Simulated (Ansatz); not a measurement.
Process, species as SMILES: C#C[SiH2]C#C[SiH3] + 3 C (CH4) + [SiH4] (SiH4) -> 2 C#C (C2H2) [acetylene] + 3 C[SiH3] [methylsilane]
Structures are relaxed separately at B3LYP-D3(BJ)/def2-TZVP in Ansatz (a first-principles code).

Quantity: bond separation energy (electronic energy difference), in kJ/mol. Correlated levels leave the core frozen unless marked. Spin-orbit coupling is left out. No relativistic terms. CBS(X,Y): correlation extrapolated as X^-3; Hartree-Fock from the larger set. [CCSD(T)-MP2]/basis is that difference in the basis named.

RI-MP2/CBS(cc-pV(T+d)Z,cc-pV(Q+d)Z)+[CCSD(T)-MP2]/cc-pV(T+d)Z (Ansatz) gives 132.2 kJ/mol.

Q: Another calculation gave 127.6 kJ/mol. Which level was it?
A) LC-wPBE/def2-TZVPD (Ansatz)
B) BLYP/def2-TZVPD (Ansatz)
C) PBE0/def2-TZVPD (Ansatz)

A: C, PBE0/def2-TZVPD (Ansatz). The others give 141.3 (BLYP), 115.6 (LC-wPBE) kJ/mol.
